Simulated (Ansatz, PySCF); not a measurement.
HS2, SMILES [S]S (connectivity only; charge and spin as stated), charge -1, multiplicity 1.

Geometry optimised at B3LYP-D3(BJ)/def2-TZVPD. The multiplicity is an assumed one; other spin states were not compared. The isomer is the one that the SMILES or the coordinates give; other isomers of the formula were not compared.

Two levels are set side by side: PBE/def2-TZVPD (Ansatz, a first-principles code) and EOM-CCSD/aug-cc-pVDZ (PySCF). PBE by ΔSCF, the other level by its IP root; same geometry, the bases differ. Differences are taken from unrounded values.

| quantity | EOM-CCSD |
|---|---|
| vertical ionisation energy (eV) | 1.84 |

Task: What does PBE give, and how far is it from EOM-CCSD? (An estimate is asked for; the answer gives what the named calculation found.)

Result: 
```csv
quantity,PBE,PBE minus EOM-CCSD
vertical ionisation energy (eV),1.86,0.03
```

Here PBE gives about what the other level gives.
